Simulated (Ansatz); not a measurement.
One change: `[OH][Al]([SiH3])[Cl]` becomes `[OH][Al]([F])[Cl]`.

Ansatz, PBE0-D4/def2-TZVP geometries, multiplicity 1. Each molecule was computed in one conformer, which needn't be the lowest.

```json
{"property": "HOMO–LUMO gap (B3LYP/def2-TZVPP) / eV", "`[OH][Al]([SiH3])[Cl]`": "6.52"}
{"property": "LUMO energy (PBE/def2-TZVPP) / eV", "`[OH][Al]([SiH3])[Cl]`": "-2.07"}
{"property": "HOMO energy (B3LYP/def2-TZVPP) / eV", "`[OH][Al]([SiH3])[Cl]`": "-8.01"}
{"property": "HOMO–LUMO gap (PBE0/def2-TZVPP) / eV", "`[OH][Al]([SiH3])[Cl]`": "6.89"}
{"property": "HOMO–LUMO gap (PBE/def2-TZVPP) / eV", "`[OH][Al]([SiH3])[Cl]`": "5.01"}
{"property": "size of the dipole moment (ωB97M-V/def2-TZVPP) / D", "`[OH][Al]([SiH3])[Cl]`": "0.68"}
```

Give the same properties after the change, and the shifts. (Best estimate.)

Ansatz gave: 
```tsv
property	`[OH][Al]([F])[Cl]`	shift
HOMO–LUMO gap (B3LYP/def2-TZVPP) / eV	7.91	1.39
LUMO energy (PBE/def2-TZVPP) / eV	-1.89	0.18
HOMO energy (B3LYP/def2-TZVPP) / eV	-9.27	-1.26
HOMO–LUMO gap (PBE0/def2-TZVPP) / eV	8.55	1.66
HOMO–LUMO gap (PBE/def2-TZVPP) / eV	6.16	1.15
size of the dipole moment (ωB97M-V/def2-TZVPP) / D	1.97	1.29
```

With PBE0 the HOMO falls by 1.35 eV and the LUMO rises by 0.30 eV, so the gap widens by about 1.65 eV. PBE moves the HOMO by -0.97 eV and ωB97M-V by -1.65 eV. Dipoles are sizes alone; their direction can turn.

B3LYP here is the variant with VWN-RPA as its local correlation; programs differ in this.
